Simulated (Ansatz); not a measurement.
`O=[C]([SeH])[InH][OH]`. Total charge 0; spin multiplicity 1. In: def2 effective core potential. The structure was optimised at the PBE0-D4/def2-TZVP level. It is one conformer, not always the lowest.

```xyz
8

O    -1.081   -0.182   -1.272
C    -0.815   -0.214   -0.111
Se   -2.125   -0.700    1.264
In    1.242    0.286    0.584
O     2.270    0.725   -1.050
H    -3.242   -0.922    0.331
H     2.026    0.358    2.094
H     1.725    0.650   -1.839
```

**Question.** What is the dipole moment at ωB97M-V/def2-TZVPP? (Estimate.)

**Answer.** Ansatz gave: 1.93 D, with components (-0.73, -0.37, 1.75) D in this frame, pointing from negative to positive charge.

**Question.** And with PBE, r2SCAN, B3LYP? (An estimate is asked.)

**Answer.** The calculation gave: PBE 1.70 D, r2SCAN 1.77 D, B3LYP 1.94 D.

**Question.** Give the Mulliken charges with ωB97M-V, r2SCAN, PBE in def2-TZVPP. (Best estimate.)

**Answer.** Ansatz gave: 
| atom | ωB97M-V | r2SCAN | PBE |
| --- | --- | --- | --- |
| O1 | -0.23 | -0.24 | -0.18 |
| C2 | -0.03 | -0.01 | -0.05 |
| Se3 | -0.07 | -0.06 | -0.04 |
| In4 | 0.65 | 0.67 | 0.59 |
| O5 | -0.53 | -0.54 | -0.48 |
| H6 | 0.07 | 0.06 | 0.05 |
| H7 | -0.04 | -0.09 | -0.09 |
| H8 | 0.18 | 0.20 | 0.19 |

B3LYP here is the variant with VWN-RPA as its local correlation; programs differ in this.
